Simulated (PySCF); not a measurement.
# Calcium: a sound run and one with changed settings

Sound run: Ca⁺ [Ar] 4s1, Ca²⁺ [Ar]. All numbers are calculated (PySCF 2.14, no relativity, point nucleus, in 6-31G*). The sound run starts from symmetry-adapted Hartree-Fock orbitals and uses a fine grid where one is needed.

Changed run: initial guess minao, at most 50 SCF cycles.

| species | method | sound run (hartree) | changed run (hartree) | converged |
| --- | --- | --- | --- | --- |
| Ca⁺ | UHF | -676.51948 | -676.51948 | yes |
| Ca⁺ | r2SCAN | -677.25278 | -677.25278 | yes |
| Ca⁺ | PBE0 | -677.11514 | -677.11514 | yes |
| Ca²⁺ | UHF | -676.10389 | -676.10389 | yes |
| Ca²⁺ | r2SCAN | -676.82488 | -676.82488 | yes |
| Ca²⁺ | PBE0 | -676.68008 | -676.68008 | yes |

Here the plain start reaches the same solutions.
